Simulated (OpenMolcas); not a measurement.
## Au3+: moving or changing the point charges

Au3+ among 4 point charges of -2.5 e arranged as a tetrahedron (Td), 1.99 Å from the ion.

```yaml
Program: OpenMolcas
Method: "SS-CASPT2, IPEA 0.25 Eh, imaginary shift 0.1 Eh (closed shells correlated: 4f 5s 5p)"
Basis: ANO-RCC-VTZP [8s7p5d3f1g]
Scalar_Hamiltonian: DKH2, point nucleus
Active_space: 8 electrons in 5 orbitals (5d)
State_averaging: 2S+1 = 3 even, 10 roots; 2S+1 = 1 even, 15 roots
Spin-orbit_coupling: RASSI with atomic mean-field integrals over the reference wave functions
```

Runs around this geometry, states (labels of Td). Energies in cm-1 above the lowest state or level, χT in cm3 K/mol; under a threefold ground state the first gap can be a small split of the lowest multiplet, not the spin-orbit step.

| R (Å) | q (e) | Ground state | First state of that spin | First gap with spin-orbit (degeneracies) | χT at 300 K | First state of another spin |
| --- | --- | --- | --- | --- | --- | --- |
| 1.99 | -2 | 3T1 | 3T2 2290 | 720 (1, 3) | 2.109 | 1T2 10060 |
| 1.82 | -2.5 | 3T1 | 3T2 3690 | 970 (1, 3) | 1.607 | 1T2 10250 |
| 1.99 | -2.5 | 3T1 | 3T2 2410 | 720 (1, 3) | 2.105 | 1T2 10100 |
| 2.1 | -2.5 | 3T1 | 3T2 2040 | 650 (1, 3) | 2.269 | 1T2 10070 |

Taking the first state of the same spin as R^-n, n = -ln(2040 / 3690) / ln(2.1 / 1.82) = 4.1 between the shortest and longest distance.

Scaling the charges by -2 / -2.5 = 0.80 scales the first state of the same spin by 2290 / 2410 = 0.95; with fixed orbitals a first-order splitting would follow the charge.

Roots that are degenerate in the reference are averaged as groups; the widest CASPT2 spread within a group is 400 cm-1 (the 3-fold group of multiplicity 1 near 17800 cm-1 above the lowest state of its run, R = 1.99, q = -2.5). Shifts and gaps below about the spread of the groups concerned are not significant. An orbital triplet at a regular site is open to Jahn-Teller coupling, which can distort the site and quench the lowest spin-orbit gaps and is left out. Real 4d8 and 5d8 ions are as a rule square planar and diamagnetic. Free-ion shares, where given, are those of the reference states; single-state CASPT2 does not remix them. Point charges carry no covalency, so the field is a model and not that of real ligands. No measured value stands beside these numbers.
